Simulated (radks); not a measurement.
Spherical quantum dot in the effective-mass picture: electrons in a hard-walled sphere of radius 2.32, all in effective atomic units (hartree* = m*/eps^2 hartree, bohr* = eps/m* bohr), one dielectric constant everywhere. Method: non-relativistic Kohn-Sham, LDA (Slater exchange, Perdew-Wang correlation), spin-polarised, spherical densities; computed with a radial shooting solver with Libxc functionals. Levels are named by radial order and angular momentum (1s, 1p, 1d, 2s, ...), and open shells are averaged over m. Results are scaled to m* = 0.24 and eps = 11.8, for which hartree* = 46.9 meV and bohr* = 2.602 nm.

N = 13, configuration 1s2 1p6 1d(up 5, down 0). This is the lowest configuration that the search found. Occupied and some empty levels:

level    occupation  eigenvalue (meV)  <r> (nm)
1s up             1            390.69     3.608
1s down           1            397.11     3.579
1p up             3            421.24     3.923
1p down           3            428.29     3.913
1d up             5            467.73     4.141
1d down           0            475.05     4.138
2s up             0            525.95     2.817
1f up             0            527.93     4.306
2s down           0            529.65     2.826
1f down           0            535.36     4.306
2p up             0            607.88     3.195
2p down           0            612.43     3.192

Energy (meV): total 3419.64, kinetic 1416.6, external 0, Hartree 2370.3, exchange-correlation -367.27.

Electron density:

r (nm)  n(r) (e/nm^3)
0.162        0.004623
0.614        0.005375
1.06         0.007093
1.52         0.009912
1.97          0.01387
2.42          0.01872
2.87          0.02371
3.32          0.02756
3.77          0.02860
4.23          0.02551
4.68          0.01845
5.13         0.009556
5.58         0.002530
6.03        2.105e-06
